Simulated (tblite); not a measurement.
C4H9FO3.
Atom-mapped SMILES: `[CH3:1][O:2][CH2:3][O:4][C@H:5]([F:6])[O:7][CH3:8]` (hydrogens: H9, H10, H11 on C1; H12, H13 on C3; H14 on C5; H15, H16, H17 on C8)

Computed with GFN2-xTB (tblite), gas phase: Langevin dynamics at 600 K from the optimised GFN2-xTB geometry, time step 0.5 fs, friction 0.01 fs⁻¹, 2000 steps. The instantaneous temperature is 2·E(kin)/(3Nk) with all 3N coordinates.

```json
{"t (fs)": "0", "T (K)": "518", "E(pot) above start (eV)": "0.000", "C1–O2 (Å)": "1.419", "O2–C3 (Å)": "1.384", "C3–O4 (Å)": "1.414", "O4–C5 (Å)": "1.371", "C5–F6 (Å)": "1.372", "C1–H9 (Å)": "1.087", "C1–O2–C3–O4 (°)": "68"}
{"t (fs)": "25", "T (K)": "372", "E(pot) above start (eV)": "0.931", "C1–O2 (Å)": "1.423", "O2–C3 (Å)": "1.520", "C3–O4 (Å)": "1.319", "O4–C5 (Å)": "1.394", "C5–F6 (Å)": "1.364", "C1–H9 (Å)": "1.168", "C1–O2–C3–O4 (°)": "56"}
{"t (fs)": "50", "T (K)": "456", "E(pot) above start (eV)": "1.250", "C1–O2 (Å)": "1.407", "O2–C3 (Å)": "1.423", "C3–O4 (Å)": "1.395", "O4–C5 (Å)": "1.386", "C5–F6 (Å)": "1.474", "C1–H9 (Å)": "1.193", "C1–O2–C3–O4 (°)": "57"}
{"t (fs)": "75", "T (K)": "411", "E(pot) above start (eV)": "1.278", "C1–O2 (Å)": "1.436", "O2–C3 (Å)": "1.316", "C3–O4 (Å)": "1.524", "O4–C5 (Å)": "1.348", "C5–F6 (Å)": "1.336", "C1–H9 (Å)": "1.081", "C1–O2–C3–O4 (°)": "53"}
{"t (fs)": "100", "T (K)": "484", "E(pot) above start (eV)": "1.164", "C1–O2 (Å)": "1.477", "O2–C3 (Å)": "1.396", "C3–O4 (Å)": "1.449", "O4–C5 (Å)": "1.342", "C5–F6 (Å)": "1.393", "C1–H9 (Å)": "1.006", "C1–O2–C3–O4 (°)": "65"}
{"t (fs)": "125", "T (K)": "646", "E(pot) above start (eV)": "1.250", "C1–O2 (Å)": "1.399", "O2–C3 (Å)": "1.447", "C3–O4 (Å)": "1.392", "O4–C5 (Å)": "1.382", "C5–F6 (Å)": "1.459", "C1–H9 (Å)": "1.057", "C1–O2–C3–O4 (°)": "93"}
{"t (fs)": "150", "T (K)": "658", "E(pot) above start (eV)": "1.374", "C1–O2 (Å)": "1.396", "O2–C3 (Å)": "1.361", "C3–O4 (Å)": "1.394", "O4–C5 (Å)": "1.405", "C5–F6 (Å)": "1.330", "C1–H9 (Å)": "1.106", "C1–O2–C3–O4 (°)": "92"}
{"t (fs)": "175", "T (K)": "737", "E(pot) above start (eV)": "1.410", "C1–O2 (Å)": "1.505", "O2–C3 (Å)": "1.403", "C3–O4 (Å)": "1.462", "O4–C5 (Å)": "1.325", "C5–F6 (Å)": "1.360", "C1–H9 (Å)": "1.126", "C1–O2–C3–O4 (°)": "86"}
{"t (fs)": "200", "T (K)": "716", "E(pot) above start (eV)": "1.415", "C1–O2 (Å)": "1.446", "O2–C3 (Å)": "1.338", "C3–O4 (Å)": "1.417", "O4–C5 (Å)": "1.335", "C5–F6 (Å)": "1.434", "C1–H9 (Å)": "1.119", "C1–O2–C3–O4 (°)": "89"}
{"t (fs)": "225", "T (K)": "816", "E(pot) above start (eV)": "1.296", "C1–O2 (Å)": "1.397", "O2–C3 (Å)": "1.388", "C3–O4 (Å)": "1.434", "O4–C5 (Å)": "1.482", "C5–F6 (Å)": "1.384", "C1–H9 (Å)": "1.064", "C1–O2–C3–O4 (°)": "64"}
{"t (fs)": "250", "T (K)": "722", "E(pot) above start (eV)": "1.684", "C1–O2 (Å)": "1.454", "O2–C3 (Å)": "1.442", "C3–O4 (Å)": "1.482", "O4–C5 (Å)": "1.415", "C5–F6 (Å)": "1.354", "C1–H9 (Å)": "1.028", "C1–O2–C3–O4 (°)": "47"}
{"t (fs)": "275", "T (K)": "669", "E(pot) above start (eV)": "1.528", "C1–O2 (Å)": "1.493", "O2–C3 (Å)": "1.367", "C3–O4 (Å)": "1.386", "O4–C5 (Å)": "1.342", "C5–F6 (Å)": "1.387", "C1–H9 (Å)": "1.092", "C1–O2–C3–O4 (°)": "57"}
{"t (fs)": "300", "T (K)": "887", "E(pot) above start (eV)": "1.120", "C1–O2 (Å)": "1.392", "O2–C3 (Å)": "1.332", "C3–O4 (Å)": "1.397", "O4–C5 (Å)": "1.364", "C5–F6 (Å)": "1.366", "C1–H9 (Å)": "1.132", "C1–O2–C3–O4 (°)": "70"}
{"t (fs)": "325", "T (K)": "635", "E(pot) above start (eV)": "1.674", "C1–O2 (Å)": "1.427", "O2–C3 (Å)": "1.469", "C3–O4 (Å)": "1.490", "O4–C5 (Å)": "1.490", "C5–F6 (Å)": "1.381", "C1–H9 (Å)": "1.164", "C1–O2–C3–O4 (°)": "84"}
{"t (fs)": "350", "T (K)": "635", "E(pot) above start (eV)": "1.379", "C1–O2 (Å)": "1.397", "O2–C3 (Å)": "1.485", "C3–O4 (Å)": "1.378", "O4–C5 (Å)": "1.335", "C5–F6 (Å)": "1.350", "C1–H9 (Å)": "1.142", "C1–O2–C3–O4 (°)": "104"}
{"t (fs)": "375", "T (K)": "612", "E(pot) above start (eV)": "1.135", "C1–O2 (Å)": "1.407", "O2–C3 (Å)": "1.373", "C3–O4 (Å)": "1.343", "O4–C5 (Å)": "1.331", "C5–F6 (Å)": "1.478", "C1–H9 (Å)": "1.132", "C1–O2–C3–O4 (°)": "107"}
{"t (fs)": "400", "T (K)": "494", "E(pot) above start (eV)": "1.574", "C1–O2 (Å)": "1.497", "O2–C3 (Å)": "1.376", "C3–O4 (Å)": "1.431", "O4–C5 (Å)": "1.352", "C5–F6 (Å)": "1.379", "C1–H9 (Å)": "1.076", "C1–O2–C3–O4 (°)": "104"}
{"t (fs)": "425", "T (K)": "544", "E(pot) above start (eV)": "1.240", "C1–O2 (Å)": "1.417", "O2–C3 (Å)": "1.392", "C3–O4 (Å)": "1.469", "O4–C5 (Å)": "1.367", "C5–F6 (Å)": "1.382", "C1–H9 (Å)": "1.047", "C1–O2–C3–O4 (°)": "85"}
{"t (fs)": "450", "T (K)": "563", "E(pot) above start (eV)": "0.898", "C1–O2 (Å)": "1.376", "O2–C3 (Å)": "1.441", "C3–O4 (Å)": "1.422", "O4–C5 (Å)": "1.358", "C5–F6 (Å)": "1.334", "C1–H9 (Å)": "1.056", "C1–O2–C3–O4 (°)": "50"}
{"t (fs)": "475", "T (K)": "559", "E(pot) above start (eV)": "0.838", "C1–O2 (Å)": "1.425", "O2–C3 (Å)": "1.467", "C3–O4 (Å)": "1.366", "O4–C5 (Å)": "1.409", "C5–F6 (Å)": "1.298", "C1–H9 (Å)": "1.117", "C1–O2–C3–O4 (°)": "53"}
{"t (fs)": "500", "T (K)": "626", "E(pot) above start (eV)": "1.238", "C1–O2 (Å)": "1.433", "O2–C3 (Å)": "1.373", "C3–O4 (Å)": "1.440", "O4–C5 (Å)": "1.451", "C5–F6 (Å)": "1.432", "C1–H9 (Å)": "1.154", "C1–O2–C3–O4 (°)": "66"}
{"t (fs)": "525", "T (K)": "623", "E(pot) above start (eV)": "0.830", "C1–O2 (Å)": "1.481", "O2–C3 (Å)": "1.352", "C3–O4 (Å)": "1.381", "O4–C5 (Å)": "1.415", "C5–F6 (Å)": "1.406", "C1–H9 (Å)": "1.120", "C1–O2–C3–O4 (°)": "71"}
{"t (fs)": "550", "T (K)": "556", "E(pot) above start (eV)": "0.966", "C1–O2 (Å)": "1.497", "O2–C3 (Å)": "1.341", "C3–O4 (Å)": "1.381", "O4–C5 (Å)": "1.353", "C5–F6 (Å)": "1.381", "C1–H9 (Å)": "1.116", "C1–O2–C3–O4 (°)": "82"}
{"t (fs)": "575", "T (K)": "491", "E(pot) above start (eV)": "1.065", "C1–O2 (Å)": "1.434", "O2–C3 (Å)": "1.398", "C3–O4 (Å)": "1.480", "O4–C5 (Å)": "1.354", "C5–F6 (Å)": "1.355", "C1–H9 (Å)": "1.076", "C1–O2–C3–O4 (°)": "73"}
{"t (fs)": "600", "T (K)": "526", "E(pot) above start (eV)": "1.024", "C1–O2 (Å)": "1.351", "O2–C3 (Å)": "1.399", "C3–O4 (Å)": "1.470", "O4–C5 (Å)": "1.359", "C5–F6 (Å)": "1.418", "C1–H9 (Å)": "1.046", "C1–O2–C3–O4 (°)": "86"}
{"t (fs)": "625", "T (K)": "507", "E(pot) above start (eV)": "0.824", "C1–O2 (Å)": "1.468", "O2–C3 (Å)": "1.460", "C3–O4 (Å)": "1.385", "O4–C5 (Å)": "1.359", "C5–F6 (Å)": "1.355", "C1–H9 (Å)": "1.060", "C1–O2–C3–O4 (°)": "77"}
{"t (fs)": "650", "T (K)": "726", "E(pot) above start (eV)": "0.742", "C1–O2 (Å)": "1.473", "O2–C3 (Å)": "1.377", "C3–O4 (Å)": "1.400", "O4–C5 (Å)": "1.355", "C5–F6 (Å)": "1.368", "C1–H9 (Å)": "1.147", "C1–O2–C3–O4 (°)": "63"}
{"t (fs)": "675", "T (K)": "472", "E(pot) above start (eV)": "1.131", "C1–O2 (Å)": "1.407", "O2–C3 (Å)": "1.340", "C3–O4 (Å)": "1.366", "O4–C5 (Å)": "1.429", "C5–F6 (Å)": "1.349", "C1–H9 (Å)": "1.170", "C1–O2–C3–O4 (°)": "43"}
{"t (fs)": "700", "T (K)": "523", "E(pot) above start (eV)": "1.003", "C1–O2 (Å)": "1.424", "O2–C3 (Å)": "1.418", "C3–O4 (Å)": "1.411", "O4–C5 (Å)": "1.419", "C5–F6 (Å)": "1.372", "C1–H9 (Å)": "1.096", "C1–O2–C3–O4 (°)": "31"}
{"t (fs)": "725", "T (K)": "493", "E(pot) above start (eV)": "1.193", "C1–O2 (Å)": "1.486", "O2–C3 (Å)": "1.428", "C3–O4 (Å)": "1.440", "O4–C5 (Å)": "1.385", "C5–F6 (Å)": "1.390", "C1–H9 (Å)": "1.091", "C1–O2–C3–O4 (°)": "50"}
{"t (fs)": "750", "T (K)": "601", "E(pot) above start (eV)": "1.226", "C1–O2 (Å)": "1.354", "O2–C3 (Å)": "1.360", "C3–O4 (Å)": "1.456", "O4–C5 (Å)": "1.397", "C5–F6 (Å)": "1.382", "C1–H9 (Å)": "1.088", "C1–O2–C3–O4 (°)": "55"}
{"t (fs)": "775", "T (K)": "814", "E(pot) above start (eV)": "0.947", "C1–O2 (Å)": "1.465", "O2–C3 (Å)": "1.414", "C3–O4 (Å)": "1.426", "O4–C5 (Å)": "1.413", "C5–F6 (Å)": "1.437", "C1–H9 (Å)": "1.113", "C1–O2–C3–O4 (°)": "73"}
{"t (fs)": "800", "T (K)": "577", "E(pot) above start (eV)": "1.306", "C1–O2 (Å)": "1.431", "O2–C3 (Å)": "1.403", "C3–O4 (Å)": "1.338", "O4–C5 (Å)": "1.438", "C5–F6 (Å)": "1.375", "C1–H9 (Å)": "1.106", "C1–O2–C3–O4 (°)": "93"}
{"t (fs)": "825", "T (K)": "504", "E(pot) above start (eV)": "1.361", "C1–O2 (Å)": "1.471", "O2–C3 (Å)": "1.376", "C3–O4 (Å)": "1.532", "O4–C5 (Å)": "1.352", "C5–F6 (Å)": "1.311", "C1–H9 (Å)": "1.055", "C1–O2–C3–O4 (°)": "83"}
{"t (fs)": "850", "T (K)": "529", "E(pot) above start (eV)": "1.293", "C1–O2 (Å)": "1.438", "O2–C3 (Å)": "1.430", "C3–O4 (Å)": "1.462", "O4–C5 (Å)": "1.406", "C5–F6 (Å)": "1.386", "C1–H9 (Å)": "1.084", "C1–O2–C3–O4 (°)": "66"}
{"t (fs)": "875", "T (K)": "519", "E(pot) above start (eV)": "1.305", "C1–O2 (Å)": "1.403", "O2–C3 (Å)": "1.435", "C3–O4 (Å)": "1.361", "O4–C5 (Å)": "1.407", "C5–F6 (Å)": "1.403", "C1–H9 (Å)": "1.086", "C1–O2–C3–O4 (°)": "54"}
{"t (fs)": "900", "T (K)": "612", "E(pot) above start (eV)": "1.487", "C1–O2 (Å)": "1.461", "O2–C3 (Å)": "1.427", "C3–O4 (Å)": "1.445", "O4–C5 (Å)": "1.386", "C5–F6 (Å)": "1.409", "C1–H9 (Å)": "1.090", "C1–O2–C3–O4 (°)": "50"}
{"t (fs)": "925", "T (K)": "633", "E(pot) above start (eV)": "1.128", "C1–O2 (Å)": "1.354", "O2–C3 (Å)": "1.394", "C3–O4 (Å)": "1.450", "O4–C5 (Å)": "1.365", "C5–F6 (Å)": "1.348", "C1–H9 (Å)": "1.101", "C1–O2–C3–O4 (°)": "31"}
{"t (fs)": "950", "T (K)": "436", "E(pot) above start (eV)": "1.308", "C1–O2 (Å)": "1.428", "O2–C3 (Å)": "1.357", "C3–O4 (Å)": "1.398", "O4–C5 (Å)": "1.374", "C5–F6 (Å)": "1.455", "C1–H9 (Å)": "1.128", "C1–O2–C3–O4 (°)": "40"}
{"t (fs)": "975", "T (K)": "562", "E(pot) above start (eV)": "1.062", "C1–O2 (Å)": "1.483", "O2–C3 (Å)": "1.360", "C3–O4 (Å)": "1.403", "O4–C5 (Å)": "1.384", "C5–F6 (Å)": "1.353", "C1–H9 (Å)": "1.094", "C1–O2–C3–O4 (°)": "60"}
{"t (fs)": "1000", "T (K)": "625", "E(pot) above start (eV)": "1.229", "C1–O2 (Å)": "1.443", "O2–C3 (Å)": "1.278", "C3–O4 (Å)": "1.456", "O4–C5 (Å)": "1.382", "C5–F6 (Å)": "1.453", "C1–H9 (Å)": "1.109", "C1–O2–C3–O4 (°)": "83"}
```

Task: From 500 fs on, how do temperature and potential energy compare with equipartition?

Result: The mean temperature of these 21 frames is 569 K against the target 600 K, and the mean potential energy 1.13 eV against 45 × kT/2 = 1.16 eV for 45 classical harmonic modes. For 17 atoms in a canonical ensemble the temperature itself scatters by T·√(2/(3N)) = 119 K; here its standard deviation is 86 K. The whole run lasts only 10 friction times of 100 fs, so these averages carry a wide statistical error.

Task: What are the kinetic and total energies of the listed frame with the highest potential energy?

Result: The one at 250 fs, 1.684 eV above the start. Its kinetic energy is 3NkT/2 = 1.588 eV at 722 K, so the sum is 3.27 eV; over the listed frames the sum runs from 1.14 to 3.27 eV, since the thermostat adds and removes energy.

Task: How much do the listed bonds fluctuate from 500 fs on?

Result: 
| bond | at the start (Å) | mean (Å) | standard deviation (Å) |
| --- | --- | --- | --- |
| C1–O2 | 1.419 | 1.437 | 0.043 |
| O2–C3 | 1.384 | 1.387 | 0.041 |
| C3–O4 | 1.414 | 1.423 | 0.046 |
| O4–C5 | 1.371 | 1.390 | 0.030 |
| C5–F6 | 1.372 | 1.387 | 0.037 |
| C1–H9 | 1.087 | 1.101 | 0.031 |

The motion is classical and holds no zero-point motion.

What follows is the cost of the whole dynamics run. Time: 22 s of wall time; peak memory 0.18 GiB. Hardware: one thread of an Intel Xeon Platinum 8175M at 2.50 GHz (shared host).
